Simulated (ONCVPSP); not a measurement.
## How hard is this C (Z = 6) ONCV potential?

C, optimised norm-conserving Vanderbilt (ONCV), made with ONCVPSP 4.0.1 (PBE, fully relativistic). Core [He], reference 2s2 2p1 (charge +1). Waves: 2s: rc 0.90 bohr, ncon 4, nbas 9, qcut 9.4 1/bohr, 1 projector; 2p: rc 1.75 bohr, ncon 3, nbas 6, qcut 6.7 1/bohr, 2 projectors, debl 0.6 Ha; d scattering state at 0.11 Ha: rc 1.40 bohr, ncon 3, nbas 6, qcut 7.7 1/bohr, 3 projectors, debl 3.6 Ha. Local part: polynomial inside 0.80 bohr (lpopt 5, dvloc0 0 Ha). Core correction: Teter function, parameters optimised by the program.

Open shells are filled in proportion to 2j + 1.

In the p channel the program set the typed energies aside and used -0.625, 0.250 Ha (j = l + 1/2; the other j can differ).

Q: For each optimised wave give the share of its norm inside rc, the residual kinetic energy above qcut (Ha) and the cutoffs (Ha) for errors of 10, 1, 0.1 and 0.01 mHa per electron.

A:

```tsv
wave	norm inside rc	residual KE	10 mHa	1 mHa	0.1 mHa	0.01 mHa
2s	0.169	6.4e-05	13.5	20.3	36.8	262.9
2p j=3/2	0.690	8.5e-06	12.1	16.1	19.2	23.1
p projector 2 j=3/2	0.166	2.2e-05	12.3	16.8	20.3	24.8
2p j=1/2	0.690	8.5e-06	12.1	16.1	19.2	23.1
p projector 2 j=1/2	0.166	2.2e-05	12.3	16.8	20.3	24.9
d projector 1 j=5/2	0.026	2.8e-07	3.6	8.3	15.0	21.4
d projector 2 j=5/2	0.120	5.3e-05	13.9	21.8	27.9	47.3
d projector 3 j=5/2	0.075	8.6e-04	19.7	28.9	35.4	60.3
d projector 1 j=3/2	0.026	2.8e-07	3.6	8.4	15.0	21.4
d projector 2 j=3/2	0.120	5.3e-05	13.9	21.8	27.9	47.3
d projector 3 j=3/2	0.075	8.6e-04	19.7	28.9	35.4	60.3
```

The occupied waves need 20 Ha and 37 Ha for 1 and 0.1 mHa. Note: no bound ghost flagged; GHOST(+) flagged for d5/2 at 19.2 eV.
